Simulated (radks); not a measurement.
Species: B+. Configuration: [He] 2s1 6f1 (not the ground configuration).

Calculated with a radial shooting solver on a logarithmic mesh with Libxc functionals: non-relativistic Kohn-Sham, PBE, spin-unpolarised, spherical densities, point nucleus.

Energy parts (eV):
part                     energy
total                  -637.291
kinetic                 635.672
electron-nucleus      -1396.481
Hartree                 211.276
exchange-correlation    -87.757

Orbitals (lengths in bohr, moments of r in powers of bohr):
orbital	occ.	eigenvalue (eV)	<r^4>
1s	2	-209.5345	0.05669
2s	1	-29.8881	17.38
6f	1	-1.3018	463900

The highest occupied level is 6f at -1.302 eV. Virial ratio -V/T = 2.00255. Summed over all electrons, <r^2> = 595.7 bohr^2, which gives a Langevin (diamagnetic) susceptibility term of -472 x 10^-6 cm^3/mol. The electron density at the nucleus is 71.94 e/bohr^3.
